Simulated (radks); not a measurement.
Q: These are the eigenvalues of the occupied orbitals of an atom or ion with whole-number occupations (Ry). Method: scalar-relativistic Kohn-Sham, exchange-only B88, spin-unpolarised, spherical densities, finite nucleus; Fermi nuclear charge, rms radius of each element as measured or else 0.836 A^(1/3) + 0.57 fm; computed with a radial shooting solver on a logarithmic mesh with Libxc functionals.

1s: -3683.472
2s: -609.1059
2p: -542.2421
3s: -135.8268
3p: -115.1085
3d: -87.73530
4s: -28.18316
4p: -21.35364
4d: -11.90190
5s: -4.66380
5p: -2.97486
4f: -1.67460
5d: -0.99448
6s: -0.92250
5f: -0.15873

Which element is it, and in what charge state? The configuration may be excited.

A: Z = 64, gadolinium, charge +1: Gd+ in [Kr] 4d10 4f7 5s2 5p5 5d1 6s1 5f1. The list shows which subshells hold electrons but not how many an open one holds; the 1s level, -1841.7 hartree, gives Z - s = 60.7 by -(Z - s)^2/2, which with screening and relativity narrows Z to a few neighbours, and the depths of the outer levels then fix element, charge and occupations together.
